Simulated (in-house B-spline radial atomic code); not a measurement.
**Ionising Pd with different functionals**

Computed with an all-electron radial atomic-structure program (B-spline basis): four-component Dirac-Coulomb Hamiltonian, Fermi nucleus of rms radius 4.5318 fm, spin-restricted, spherical fractional occupations for the functionals, and exact exchange of hybrids averaged over the configuration. The ionisation energy is the difference of two self-consistent energies, [Kr] 4d10 → [Kr] 4d9, without Breit or QED terms; ε is the level of the shell that loses the electron (mean over j). The electron is taken from both j subshells in proportion to 2j + 1, so the result is a j average, not the step between ground levels.

```tsv
method	rung	ΔSCF (eV)	-ε(4d) (eV)
BHandHLYP	global hybrid	8.18	6.81
B3LYP	global hybrid	8.87	5.27
B97-1	global hybrid	8.67	5.14
LC-wPBE	range-separated hybrid	8.51	8.07
```

(1) Among the functionals, which spreads more, the ΔSCF values or the orbital energies?

(2) How do they compare with the NIST value?

Results:

(1) The orbital energies: ΔSCF values span about 0.69 eV and the orbital energies 2.93 eV; here energy differences depend much less on the functional than eigenvalues do.

(2) NIST lists 8.337 eV (measured, ground level to ground level). Errors run from -0.16 to +0.53 eV; BHandHLYP is closest (-0.16 eV), but part of that can be cancellation, since the calculations leave out Breit-QED terms, spin polarisation, the choice among j levels, multiplet and fine-structure energies.
